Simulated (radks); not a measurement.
Spherical quantum dot in the effective-mass picture: electrons in a hard-walled sphere of radius 1.97, with a point charge +2 (a donor) at the centre, all in effective atomic units (hartree* = m*/eps^2 hartree, bohr* = eps/m* bohr), one dielectric constant everywhere. Method: non-relativistic Kohn-Sham, LDA (Slater exchange, Perdew-Wang correlation), spin-polarised, spherical densities; computed with a radial shooting solver with Libxc functionals. Levels are named by radial order and angular momentum (1s, 1p, 1d, 2s, ...), and open shells are averaged over m. Results are scaled to m* = 0.166 and eps = 16.8, for which hartree* = 16 meV and bohr* = 5.356 nm.

N = 43, configuration 1s2 1p6 1d10 2s2 1f14 1g(up 9, down 0). This is the lowest configuration that the search found. Occupied and some empty levels:

level,occupation,eigenvalue (meV),<r> (nm)
1s up,1,447.65,6.493
1s down,1,449.50,6.406
1p up,3,461.21,7.235
1p down,3,463.46,7.208
1d up,5,480.77,7.550
1d down,5,483.20,7.536
2s up,1,494.93,4.231
2s down,1,495.74,4.289
1f up,7,506.78,7.779
1f down,7,509.32,7.772
1g up,9,538.87,7.963
1g down,0,541.48,7.959
2p up,0,548.33,5.329
2p down,0,549.34,5.331
1h up,0,576.73,8.117
1h down,0,579.39,8.115
3s up,0,588.60,5.087
3s down,0,589.72,5.095
2d up,0,595.28,5.932
2d down,0,596.53,5.928

Energy (meV): total 11969.9, kinetic 4060.8, external -1104.1, Hartree 9687.8, exchange-correlation -674.55.
